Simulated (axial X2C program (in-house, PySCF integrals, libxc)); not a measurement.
**AsF⁻ at several levels of theory**

Calculated with an axial X2C code built on PySCF integrals. Spin-free means the one-electron spin-free X2C Hamiltonian; two-component (2c) means X2C with spin–orbit coupling and atomic mean-field two-electron Coulomb and Gaunt terms, so the difference of the two also holds small scalar two-electron terms. Basis: As dyall-acv3z [10s10p7d5f1g], F dyall-av3z [7s6p3d2f] (cores contracted in-house); Gaussian nuclei, density fitting, unrestricted open shells. Masses: As 74.922 u, F 18.998 u.

State, spin-free: M_S = 1/2, Λ = 1 (beyond evenly filled blocks: π+α, π+β, π-α); electrons by block: σα: 10, σβ: 10, π+α: 5, π+β: 5, π-α: 5, π-β: 4, δ+α: 1, δ+β: 1, δ-α: 1, δ-β: 1. Fragments: As + F-.

State, 2c: Ω = 3/2 (⟨Sz⟩ = 0.50, ⟨Lz⟩ = 1.00 at PBE0); electrons by block: 1/2: 15, -1/2: 15, 3/2: 6, -3/2: 5, 5/2: 1, -5/2: 1. Fragments: As + F-.

```json
{"Hamiltonian": "spin-free", "level": "PBE0", "Re (Å)": "1.833", "ωe (cm⁻¹)": "541.3", "αe (cm⁻¹)": "0.00279", "De (eV)": "1.80", "D0 (eV)": "1.76", "μ (D)": "-0.23"}
{"Hamiltonian": "spin-free", "level": "HF", "Re (Å)": "1.807", "ωe (cm⁻¹)": "563.6", "αe (cm⁻¹)": "0.00298", "De (eV)": "0.893", "D0 (eV)": "0.858", "μ (D)": "-0.33"}
{"Hamiltonian": "spin-free", "level": "MP2", "Re (Å)": "1.845", "ωe (cm⁻¹)": "535.2", "αe (cm⁻¹)": "0.0027", "De (eV)": "1.42", "D0 (eV)": "1.39", "μ (D)": "n/a"}
{"Hamiltonian": "spin-free", "level": "CCSD", "Re (Å)": "1.837", "ωe (cm⁻¹)": "539.3", "αe (cm⁻¹)": "0.00279", "De (eV)": "1.61", "D0 (eV)": "1.57", "μ (D)": "n/a"}
{"Hamiltonian": "spin-free", "level": "CCSD(T)", "Re (Å)": "1.845", "ωe (cm⁻¹)": "530.2", "αe (cm⁻¹)": "0.00278", "De (eV)": "1.62", "D0 (eV)": "1.59", "μ (D)": "n/a"}
{"Hamiltonian": "spin-free", "level": "PBE", "Re (Å)": "1.862", "ωe (cm⁻¹)": "509.6", "αe (cm⁻¹)": "0.00278", "De (eV)": "1.87", "D0 (eV)": "1.84", "μ (D)": "-0.17"}
{"Hamiltonian": "2c", "level": "PBE0", "Re (Å)": "1.835", "ωe (cm⁻¹)": "537.5", "αe (cm⁻¹)": "0.00282", "De (eV)": "1.86", "D0 (eV)": "1.82", "μ (D)": "-0.26"}
{"Hamiltonian": "2c", "level": "PBE", "Re (Å)": "1.865", "ωe (cm⁻¹)": "505.7", "αe (cm⁻¹)": "0.00281", "De (eV)": "1.93", "D0 (eV)": "1.90", "μ (D)": "-0.21"}
```

Correlated methods: 13 electrons correlated (number of frozen shells: As 3 s, 2 p, 1 d; F 1 s), 261 virtual spin orbitals or spinors in MP2, 90 natural virtuals in coupled cluster.

Dipoles are positive if F is the positive end and refer to the centre of mass.

The state is one determinant whose occupation by symmetry is held fixed; it was picked as the lowest of a PBE0 search that is not exhaustive. De is counted from the lowest determinant-based energies of the atoms at the same level, without counterpoise correction. Density functionals use the spin component along the axis (collinear). Coupled cluster ran in a truncated set of natural virtual spinors; the MP2 energy of the rest was added. (T) has no such correction and the atoms are truncated less, which lowers De at CCSD(T) by a hundredth of an eV or more. Without a current term, density functionals place determinants with orbital angular momentum somewhat too high. The highest occupied level of some functionals is positive through self-interaction error; at Hartree–Fock it is bound. Hartree–Fock gets electron affinities wrong, so its lowest charge split need not be the true one.

No reliable constants came from CCSD (2c), CCSD(T) (2c), HF (2c), MP2 (2c): no minimum in range, unconverged points, a curve that is not smooth, a change of character along it, or the two Hamiltonians disagreeing along it.

Rough cost a point (2c) on 1 thread(s) of a shared host, integrals apart: PBE0 1.1 s, PBE 0.6 s.

The whole task took 2.9 min on 1 thread of Arm Neoverse V1 (shared host).
